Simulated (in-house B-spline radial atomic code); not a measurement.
The numbers below are computed, except where a source is named.
## Extrapolating the RPA correlation energy in partial waves: Ga III (Ga2+)

All-electron RPA on Hartree-Fock orbitals from a B-spline radial code for spherical atoms, scalar-relativistic (spin-free one-electron X2C), finite nucleus, configuration [Ar] 3d10 4s1, highest spin. RPA overbinds a lone outer s electron by self-correlation, and G0W0 tends to as well. With empty states up to angular momentum L the sums are:

| L | E_c(L) (hartree) |
| --- | --- |
| 4 | -1.773518 |
| 5 | -1.879558 |
| 6 | -1.931687 |
| 7 | -1.959441 |
| 8 | -1.974783 |

For large l each further wave adds A/(l + 1/2)⁴, because the basis must build the cusp where two electrons meet.

Q: Estimate the limit from L = 7 and L = 8.

A: Wave 8 adds -0.015342, against a sum of (l + 1/2)⁻⁴ of 1.91569e-04, so A = -80.086. The sum over l > 8 is ζ(4, 9.5) = 4.5445e-04, close to 1/(3 × 9³) = 4.5725e-04. The tail is -0.036396 and the limit -2.01118 hartree.

Q: How good is the estimate?

A: A run to L = 11 sums to -1.99347 and extrapolates to -2.00622 hartree, 0.90 millihartree from the run before. The estimate differs from that by -4.96 millihartree, while the bare sum at L = 8 misses 31.4 millihartree (1.6 %).
